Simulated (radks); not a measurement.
Nd29+, configuration [Ar] 3d10 4s2 4p1.

Method: non-relativistic Kohn-Sham, LDA (Slater exchange, Perdew-Wang correlation), spin-unpolarised, spherical densities, point nucleus; relativity is left out, which matters for an element this heavy; computed with a radial shooting solver on a logarithmic mesh with Libxc functionals.

Energy parts (hartree):
| part | energy |
|---|---|
| total | -8849.5412 |
| kinetic | 8846.7797 |
| electron-nucleus | -19728.1636 |
| Hartree | 2203.2973 |
| exchange-correlation | -171.4546 |

Orbitals (lengths in bohr, moments of r in powers of bohr; r(max) is where P^2 peaks):
orbital  occ.  eigenvalue (hartree)      <r^4>  <1/r>      <r>   r(max)
1s          2             -1547.617  1.853e-06  59.42  0.02532  0.01678
2s          2             -273.7600  0.0003152  13.78   0.1080  0.09211
2p          6             -261.6828  0.0002018  13.80  0.09165  0.07174
3s          2             -86.20544    0.01138  5.221   0.2774   0.2565
3p          6             -80.96181    0.01040  5.164   0.2665   0.2430
3d         10             -71.29552   0.007452  5.060   0.2366   0.1940
4s          2             -40.21365     0.1717  2.541   0.5610   0.5512
4p          1             -38.06035     0.1770  2.489   0.5614   0.5502

The highest occupied level is 4p at -1035.7 eV. For comparison, the ionisation energy in NIST's Atomic Spectra Database is 1092 eV (theoretical). In exact Kohn-Sham theory the highest level is minus the ionisation energy, but local and semilocal functionals leave it too shallow, through self-interaction and a potential that decays too fast; potentials with the right tail come closer.

Beside tabulated values, note that spin-unpolarised runs miss the spin-polarisation part of the exchange energy of open shells.
